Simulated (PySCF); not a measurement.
**Spinor energies of Sn²⁺ (tin, charge +2)**

Start: [Kr] 4d10 5s2. Calculated with PySCF 2.14 in x2c-TZVPPall-2c (8s9p5d2f, 74 functions): generalised Hartree-Fock with the X2C-1e Hamiltonian and a Gaussian nucleus; one run each with spin-orbit coupling (SO) switched off, then screened by Boettger's factors.

```json
{"spinor shell": "1s1/2", "electrons": "2", "ε, spin-free (eV)": "-29364.7", "ε, screened SO (eV)": "-29362.0", "weight of nominal j (screened SO)": "1.000", "rms radius, screened SO (bohr)": "0.0333"}
{"spinor shell": "2s1/2", "electrons": "2", "ε, spin-free (eV)": "-4540.9", "ε, screened SO (eV)": "-4540.1", "weight of nominal j (screened SO)": "1.000", "rms radius, screened SO (bohr)": "0.136"}
{"spinor shell": "2p1/2", "electrons": "2", "ε, spin-free (eV)": "-4071.1", "ε, screened SO (eV)": "-4231.1", "weight of nominal j (screened SO)": "1.000", "rms radius, screened SO (bohr)": "0.118"}
{"spinor shell": "2p3/2", "electrons": "4", "ε, spin-free (eV)": "-4071.1", "ε, screened SO (eV)": "-3998.1", "weight of nominal j (screened SO)": "1.000", "rms radius, screened SO (bohr)": "0.123"}
{"spinor shell": "3s1/2", "electrons": "2", "ε, spin-free (eV)": "-930.26", "ε, screened SO (eV)": "-930.07", "weight of nominal j (screened SO)": "1.000", "rms radius, screened SO (bohr)": "0.361"}
{"spinor shell": "3p1/2", "electrons": "2", "ε, spin-free (eV)": "-772.93", "ε, screened SO (eV)": "-803.08", "weight of nominal j (screened SO)": "1.000", "rms radius, screened SO (bohr)": "0.354"}
{"spinor shell": "3p3/2", "electrons": "4", "ε, spin-free (eV)": "-772.93", "ε, screened SO (eV)": "-759.11", "weight of nominal j (screened SO)": "1.000", "rms radius, screened SO (bohr)": "0.366"}
{"spinor shell": "3d3/2", "electrons": "4", "ε, spin-free (eV)": "-531.43", "ε, screened SO (eV)": "-536.65", "weight of nominal j (screened SO)": "1.000", "rms radius, screened SO (bohr)": "0.340"}
{"spinor shell": "3d5/2", "electrons": "6", "ε, spin-free (eV)": "-531.43", "ε, screened SO (eV)": "-527.78", "weight of nominal j (screened SO)": "1.000", "rms radius, screened SO (bohr)": "0.343"}
{"spinor shell": "4s1/2", "electrons": "2", "ε, spin-free (eV)": "-177.47", "ε, screened SO (eV)": "-177.44", "weight of nominal j (screened SO)": "1.000", "rms radius, screened SO (bohr)": "0.874"}
{"spinor shell": "4p1/2", "electrons": "2", "ε, spin-free (eV)": "-127.49", "ε, screened SO (eV)": "-132.97", "weight of nominal j (screened SO)": "1.000", "rms radius, screened SO (bohr)": "0.931"}
{"spinor shell": "4d3/2", "electrons": "4", "ε, spin-free (eV)": "-52.957", "ε, screened SO (eV)": "-53.637", "weight of nominal j (screened SO)": "1.000", "rms radius, screened SO (bohr)": "1.17"}
{"spinor shell": "4d5/2", "electrons": "6", "ε, spin-free (eV)": "-52.957", "ε, screened SO (eV)": "-52.494", "weight of nominal j (screened SO)": "1.000", "rms radius, screened SO (bohr)": "1.18"}
{"spinor shell": "5s1/2", "electrons": "2", "ε, spin-free (eV)": "-28.794", "ε, screened SO (eV)": "-28.796", "weight of nominal j (screened SO)": "1.000", "rms radius, screened SO (bohr)": "2.42"}
```

**Question.** Where does 4p3/2 lie, and what is the 4p spin-orbit splitting (screened SO)?

**Answer.** At -125.00 eV, 7.974 eV above 4p1/2.

| quantity | spin-free | screened SO |
| --- | --- | --- |
| E (hartree) | -6172.29206 | -6173.75346 |
| M_J | 0 | 0 |
| ⟨J²⟩ | 0.000 | 0.000 |
| ⟨L²⟩ | 0.000 | 0.018 |
| ⟨S²⟩ | 0.000 | 0.018 |

Breit and QED terms are absent; they matter most for the inner s and p1/2 levels.

Densities and radii are taken from the X2C orbitals without a picture-change correction, which distorts them close to the nucleus.

Without spin-orbit coupling the j labels of p, d and f shells carry no meaning; the spin-free column gives the mean over the occupied spinors of each nl shell.
